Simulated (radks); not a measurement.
The xenon ion Xe2+, 52 electrons, occupied as [Kr] 4d10 5s2 5p4 (the NIST ground configuration). All-electron calculation, non-relativistic Kohn-Sham, r2SCAN, spin-polarised, spherical densities, point nucleus; open shells are filled with parallel spins first (spin-orbit coupling, left out, can overturn this in heavy ions); meta-GGA in the generalised Kohn-Sham scheme; relativity is left out, which matters for an element this heavy. Program: a radial shooting solver on a logarithmic mesh with Libxc functionals.

Normalised radial functions P(r) = r R(r), r in bohr:

```
   r/bohr * 5s up (the largest magnitude, 0.822, reaches the edge; | marks zero)
 0.001418                             |*
 0.002166                             |*
  0.00331                             | *
 0.005058                             |  *
 0.007729                             |  *
  0.01181                             |   *
  0.01805                             |   *
  0.02758                             | *
  0.04214                           * |
  0.06439                       *     |
   0.0984                       *     |
   0.1504                             | *
   0.2298                             |         *
   0.3511                             | *
   0.5365               *             |
   0.8198                        *    |
    1.253                             |                    *
    1.914                             |                          *
    2.925                             |           *
    4.469                             | *
     6.83                             *
```

5s up: eigenvalue -38.906 eV, 4 radial nodes at r = 0.0361, 0.139, 0.365, 0.887 bohr, <r> = 1.87 bohr, 90 % of the charge inside 2.68 bohr.
